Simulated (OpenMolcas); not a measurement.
An OpenMolcas run meant for Tc+ (ANO-RCC-VDZ, X2C; inactive shells 1s 2s 2p 3s 3p 3d 4s 4p; intended active space 6 electrons in 6 orbitals (4d 5s)). One step of its input:

```
&CASPT2
Multistate=1 1
Frozen=28 26
IPEA=0.25
Imaginary=0.1
MaxIter=60
WThr=0.0 0.3 0.05
PrWF=0.5
NoMix
```

Lines from the output:

```
|       MOLCAS_SOURCE = <dir>
  |    MOLCAS_STRUCTURE = 0
  |
   --------------------------------------------------------------------------------------
++ ---------   Input file   ---------
>>> COPY JOB001 $Project.JobIph
&CASPT2
Multistate=1 1
Frozen=28 26
IPEA=0.25
Imaginary=0.1
MaxIter=60
WThr=0.0 0.3 0.05
PrWF=0.5
NoMix
-- ----------------------------------
>>> COPY JOB001 a.JobIph
*** symbolic link created: INPORB -> a.RasOrb
--- Start Module: caspt2 at  ---
()()()()()()()()()()()()()()()()()()()()()()()()()()()()()()()()()()()()()()()()()()()()()()()()()()
                                              &CASPT2
                                   only a single process is used
                       available to each process: 2.3 GB of memory, 1 thread
()()()()()()()()()()()()()()()()()()()()()()()()()()()()()()()()()()()()()()()()()()()()()()()()()()
 ###    WARNING: User changed nr of frozen orbitals.                         ###
 ###    ERROR: Too many frozen orbitals!                                     ###
--- Stop Module: caspt2 at  /rc=_RC_INPUT_ERROR_ ---
.####################.
.# User input error #.
.####################.
```

Question: What is wrong with the input?

Answer: More orbitals are frozen than there are inactive ones.
